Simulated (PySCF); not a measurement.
Isomers of C8H14, mass 110.110 u with the commonest isotopes. Level of theory: PBE0-D3(BJ)/def2-SVP geometry optimisation, gas phase (PySCF 2.14.0). One conformer each, none proved a minimum here; rigid rotors.

Question: Order these by out-of-plane moment Σ m c² = (Ia + Ib − Ic)/2, largest first.
A. `[CH:1]1=[CH:2]/[CH2:3][CH2:4][CH2:5][CH2:6][CH2:7][CH2:8]/1` with C1–C2–C3–C4 86°, C2–C3–C4–C5 -49°, C3–C4–C5–C6 80°, C4–C5–C6–C7 -112°
B. `[CH2:1]=[CH:2][CH2:3][CH:4]1[CH2:5][CH2:6][CH2:7][CH2:8]1` with C1–C2–C3–C4 -119°, C2–C3–C4–C5 -178°, C3–C4–C5–C6 -166°, C4–C5–C6–C7 28°, C5–C6–C7–C8 -4°, C6–C7–C8–C4 -21°
C. `[CH2:1]1[CH2:2][CH2:3][C:4]2([CH2:5][CH2:6]1)[CH2:7][CH2:8]2` with C6–C1–C2–C3 -55°, C1–C2–C3–C4 54°, C2–C3–C4–C5 -54°, C3–C4–C5–C6 54°
D. `[CH2:1]1[CH2:2][C@H:3]2[CH2:4][CH2:5][CH2:6][C@H:7]2[CH2:8]1` with C8–C1–C2–C3 -40°, C1–C2–C3–C4 -91°, C2–C3–C4–C5 140°, C3–C4–C5–C6 -40°

Answer: C (37.90 u·Å²), D (35.08 u·Å²), A (24.13 u·Å²), B (19.84 u·Å²).

Question: Order these by dipole moment, smallest first.
A. `[CH:1]1=[CH:2]/[CH2:3][CH2:4][CH2:5][CH2:6][CH2:7][CH2:8]/1` with C1–C2–C3–C4 86°, C2–C3–C4–C5 -49°, C3–C4–C5–C6 80°, C4–C5–C6–C7 -112°
B. `[CH2:1]=[CH:2][CH2:3][CH:4]1[CH2:5][CH2:6][CH2:7][CH2:8]1` with C1–C2–C3–C4 -119°, C2–C3–C4–C5 -178°, C3–C4–C5–C6 -166°, C4–C5–C6–C7 28°, C5–C6–C7–C8 -4°, C6–C7–C8–C4 -21° (allylcyclopentane)
C. `[CH2:1]1[CH2:2][CH2:3][C:4]2([CH2:5][CH2:6]1)[CH2:7][CH2:8]2` with C6–C1–C2–C3 -55°, C1–C2–C3–C4 54°, C2–C3–C4–C5 -54°, C3–C4–C5–C6 54°

Answer: C (0.19 D), B (0.39 D), A (0.85 D).

Question: Order these by rotational constant A, smallest first.
A. `[CH2:1]1[CH2:2][CH2:3][C:4]2([CH2:5][CH2:6]1)[CH2:7][CH2:8]2` with C6–C1–C2–C3 -55°, C1–C2–C3–C4 54°, C2–C3–C4–C5 -54°, C3–C4–C5–C6 54°
B. `[CH2:1]1[CH2:2][C@H:3]2[CH2:4][CH2:5][CH2:6][C@H:7]2[CH2:8]1` with C8–C1–C2–C3 -40°, C1–C2–C3–C4 -91°, C2–C3–C4–C5 140°, C3–C4–C5–C6 -40°
C. `[CH:1]1=[CH:2]/[CH2:3][CH2:4][CH2:5][CH2:6][CH2:7][CH2:8]/1` with C1–C2–C3–C4 86°, C2–C3–C4–C5 -49°, C3–C4–C5–C6 80°, C4–C5–C6–C7 -112°
D. `[CH2:1]=[CH:2][CH2:3][CH:4]1[CH2:5][CH2:6][CH2:7][CH2:8]1` with C1–C2–C3–C4 -119°, C2–C3–C4–C5 -178°, C3–C4–C5–C6 -166°, C4–C5–C6–C7 28°, C5–C6–C7–C8 -4°, C6–C7–C8–C4 -21° (allylcyclopentane)

Answer: C (2954 MHz), B (3453 MHz), A (3524 MHz), D (4761 MHz).

```
              SMILES  point group  Ia (u·Å²)  Ib (u·Å²)  Ic (u·Å²)      κ  μa (D)  μb (D)  μc (D)
      C1CCC2(CC1)CC2           Cs     143.39     287.76     355.34  -0.68    0.19    0.00    0.01
C1C[C@H]2CCC[C@H]2C1           Cs     146.36     254.79     330.99  -0.53    0.00    0.00    0.08
         C=CCC1CCCC1           C1     106.14     454.49     520.96  -0.93    0.33    0.15    0.13
       C1=C/CCCCCC/1           C2     171.08     258.61     381.42  -0.23    0.00    0.85    0.00
```
